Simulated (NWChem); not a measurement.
System: C2H6FNSi, singlet; SMILES CN(C)[Si]F

Excerpt of the output:

```
             Northwest Computational Chemistry Package (NWChem) 7.3.0
             --------------------------------------------------------

                             Geometry "geometry" -> ""
                             -------------------------

 Output coordinates in angstroms (scale by  1.889725989 to convert to a.u.)

  No.       Tag          Charge          X              Y              Z
 ---- ---------------- ---------- -------------- -------------- --------------
    1 Si                  14.0000    -0.81953300     0.90415400     0.00000000
    2 F                    9.0000     0.49945100     1.92752400     0.00000000
    3 N                    7.0000     0.02453800    -0.62839900     0.00000000
    4 C                    6.0000    -0.75133600    -1.85690400     0.00000000
    5 C                    6.0000     1.46564700    -0.81657200     0.00000000
    6 H                    1.0000    -0.53403100    -2.47879400    -0.89834800
    7 H                    1.0000    -0.53403100    -2.47879400     0.89834800
    8 H                    1.0000    -1.83726700    -1.62309200     0.00000000
    9 H                    1.0000     1.79677200    -1.38754000     0.89737500
   10 H                    1.0000     1.79677200    -1.38754000    -0.89737500
   11 H                    1.0000     1.96801300     0.16857200     0.00000000

 Effective nuclear repulsion energy (a.u.)     228.1930501076

                                 NWChem DFT Module
                                 -----------------

 Summary of "ao basis" -> "ao basis" (spherical)
 ------------------------------------------------------------------------------
       Tag                 Description            Shells   Functions and Types
 ---------------- ------------------------------  ------  ---------------------
 Si                         def2-svp                 8       18   4s3p1d
 F                          def2-svp                 6       14   3s2p1d
 N                          def2-svp                 6       14   3s2p1d
 C                          def2-svp                 6       14   3s2p1d
 H                          def2-svp                 3        5   2s1p

            General Information
            -------------------
          SCF calculation type: DFT
          Wavefunction type:  closed shell.
          No. of atoms     :    11
          No. of electrons :    48
           Alpha electrons :    24
            Beta electrons :    24
          Charge           :     0
          Spin multiplicity:     1
          Use of symmetry is: off; symmetry adaption is: off
          Maximum number of iterations: 150
          AO basis - number of functions:   104
                     number of shells:    50
          Convergence on energy requested:  1.00D-06
          Convergence on density requested:  1.00D-05
          Convergence on gradient requested:  5.00D-04

              XC Information
              --------------
                         B3LYP Method XC Potential
                     Hartree-Fock (Exact) Exchange  0.200
                        Slater Exchange Functional  0.800 local
                    Becke 1988 Exchange Functional  0.720 non-local
              Lee-Yang-Parr Correlation Functional  0.810
                  VWN I RPA Correlation Functional  0.190 local

[...]

                     NWChem Electrostatic Potential Fit Module
                     -----------------------------------------

 Atom parameters

 Number of atoms is                                   11
 Number of basis functions is                        104

 Grid parameters

 Maximum number of grid points is                  40720
 Number of grid points is                          40719
 Grid range                                     0.300000 nm
 Grid spacing                                   0.020000 nm
 Probe radius                                   0.070000 nm
 Atom radius factor                             1.000000

 Atomic radii

    1    0.100000
    6    0.147000
    7    0.140000
    9    0.128000
   14    0.187000
 FASTESP  F
  using M.O. file = ./job.movecs

    Atom              Coordinates                           Charge

                                                  ESP

    1 Si   -0.081953    0.090415    0.000000   -0.008037
    2 F     0.049945    0.192752    0.000000   -0.171703
    3 N     0.002454   -0.062840    0.000000    0.104687
    4 C    -0.075134   -0.185690    0.000000   -0.085062
    5 C     0.146565   -0.081657    0.000000    0.094604
    6 H    -0.053403   -0.247879   -0.089835    0.033536
    7 H    -0.053403   -0.247879    0.089835    0.033379
    8 H    -0.183727   -0.162309    0.000000    0.029832
    9 H     0.179677   -0.138754    0.089738   -0.019443
   10 H     0.179677   -0.138754   -0.089738   -0.019435
   11 H     0.196801    0.016857    0.000000    0.007642
                                            ------------
                                                0.000000

 Dipole moment                                  0.912282

 Quadrupole moment Qxx                          3.719328
                   Qyy                         -6.176202
                   Qzz                          2.456874

 RMS deviation kJ/mol                           0.090751

 RRMS %                                        51.273409
```

Level: B3LYP/def2-SVP. Low-valent species are run as closed-shell singlets; no triplet was tried in these runs. Structure relaxed at the PBE-D3(BJ)/def2-SVP level.

Reconstruct the input file.

Several could match; the one computed here: the input that was run:
```
start job
memory heap 200 mb stack 900 mb global 1100 mb
geometry units angstroms noautosym nocenter noautoz
  Si    -0.819533     0.904154     0.000000
  F      0.499451     1.927524     0.000000
  N      0.024538    -0.628399     0.000000
  C     -0.751336    -1.856904     0.000000
  C      1.465647    -0.816572     0.000000
  H     -0.534031    -2.478794    -0.898348
  H     -0.534031    -2.478794     0.898348
  H     -1.837267    -1.623092     0.000000
  H      1.796772    -1.387540     0.897375
  H      1.796772    -1.387540    -0.897375
  H      1.968013     0.168572     0.000000
end
basis spherical
  Si library def2-svp
  F library def2-svp
  N library def2-svp
  C library def2-svp
  H library def2-svp
end
dft
  xc b3lyp
  iterations 150
  mulliken
end
task dft energy
esp
  recalculate
  probe 0.07
  range 0.3
  factor 1.0
  spacing 0.02
end
task esp
```
